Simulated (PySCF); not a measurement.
Species: C4H5FN2.
Atom-mapped SMILES: `[CH3:1][c:2]1[cH:3][n:4][c:5]([F:6])[nH:7]1` (hydrogens: H8, H9, H10 on C1; H11 on C3; H12 on N7)

Theory: core-valence-separated Tamm–Dancoff BHandHLYP/aug-pcX-1 (pcseg-1 on H) in PySCF, non-relativistic, gas phase, PBE0-D3(BJ)/def2-SVP geometry.

Computed carbon K-edge spectrum, Gaussian lines of 0.6 eV full width, highest printed point 100; it ends one width below the last computed root. The energies are unshifted.

(photon energy (eV), absorption): (283.5, 0), (283.6, 1), (283.7, 3), (283.8, 7), (283.9, 15), (284.0, 29), (284.1, 47), (284.2, 66), (284.3, 84), (284.4, 93), (284.5, 92), (284.6, 81), (284.7, 63), (284.8, 43), (284.9, 25), (285.0, 13), (285.1, 6), (285.2, 3), (285.3, 3), (285.4, 4), (285.5, 5), (285.6, 7), (285.7, 9), (285.8, 12), (285.9, 16), (286.0, 22), (286.1, 31), (286.2, 43), (286.3, 56), (286.4, 71), (286.5, 84), (286.6, 95), (286.7, 100), (286.8, 96), (286.9, 85), (287.0, 68), (287.1, 51), (287.2, 38), (287.3, 31), (287.4, 28), (287.5, 28), (287.6, 28)

Question: Where are the maxima, and which lines make them up?

Answer: 2 maxima:
- 284.4 eV: C2 (substituted aromatic carbon), 284.55 eV, f = 0.064, 1s→π*, 53 % of the height at the exact maximum; C3 (aromatic CH next to a ring nitrogen), 284.31 eV, f = 0.059, 1s→π*, 47 % of the height at the exact maximum
- 286.7 eV: C5 (aromatic C–F carbon), 286.80 eV, f = 0.081, 1s→π*, 65 % of the height at the exact maximum; C1 (benzylic-type carbon), 286.52 eV, f = 0.033, 21 % of the height at the exact maximum

Further lines of some strength in the range: C1, 285.68 eV, f = 0.007; C1, 286.20 eV, f = 0.023; C3, 286.50 eV, f = 0.013; C1, 287.51 eV, f = 0.010.

Roots within 0.03 eV on the same or equivalent atoms count as one line; shares under 12 % aren't listed.

Vibrational structure and lifetime widths aren't in the curve. The ionisation threshold wasn't computed; near and above it a finite basis only mimics Rydberg series and continuum.
